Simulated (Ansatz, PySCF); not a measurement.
C₃H₇BFN. Atoms are numbered in the order given.

```xyz
13

C     -0.4769    -2.3925     0.0000
B      0.0519    -0.8958     0.0000
N      1.4266    -0.6207     0.0000
C     -1.0010     0.2856     0.0000
C     -0.7418     1.5917     0.0000
F      0.5119     2.0874     0.0000
H     -1.1165    -2.5711     0.8821
H     -1.1165    -2.5711    -0.8821
H      0.3228    -3.1507     0.0000
H      1.7995     0.3199     0.0000
H      2.1254    -1.3528     0.0000
H     -2.0716     0.0499     0.0000
H     -1.4777     2.4043     0.0000
```

Geometry optimised at ωB97X-D3(BJ)/def2-SVP. The structure was generated by enumeration; whether it is a known compound was not checked. One conformer was computed; it need not be the lowest.

Vertical ionisation energy (IE) and electron affinity (EA) in eV. Rows of orbital energies are one-electron estimates. Where ΔSCF, EOM or ADC give a negative EA the extra electron is unbound and the value depends on the basis.

```tsv
level	IE	EA
−ε(HOMO), −ε(LUMO), r2SCAN/def2-TZVP (PySCF)	6.36	1.31
−ε(HOMO), −ε(LUMO), PBE/def2-TZVP (PySCF)	6.12	1.51
ΔSCF, CAM-B3LYP/def2-SVPD (Ansatz), final states of multiplicity 2 and 2	9.69	-1.21
ΔSCF, PBE/def2-SVPD (Ansatz), final states of multiplicity 2 and 2	…	…
```

### Question
Complete the blanks. (An estimate is asked for; the answer gives what the named calculation found.)

### Answer

- ΔSCF, PBE/def2-SVPD (Ansatz, a quantum-chemistry and plane-wave program), final states of multiplicity 2 and 2, IE: 9.28
- ΔSCF, PBE/def2-SVPD (Ansatz), final states of multiplicity 2 and 2, EA: -1.06

### Question
What vertical singlet–triplet gap does ΔSCF give with CAM-B3LYP/def2-SVPD (Ansatz) and with PBE/def2-SVPD (Ansatz)? (An estimate is asked for; the answer gives what the named calculation found.)

### Answer
3.98 and 3.94 eV (triplet above singlet where positive).
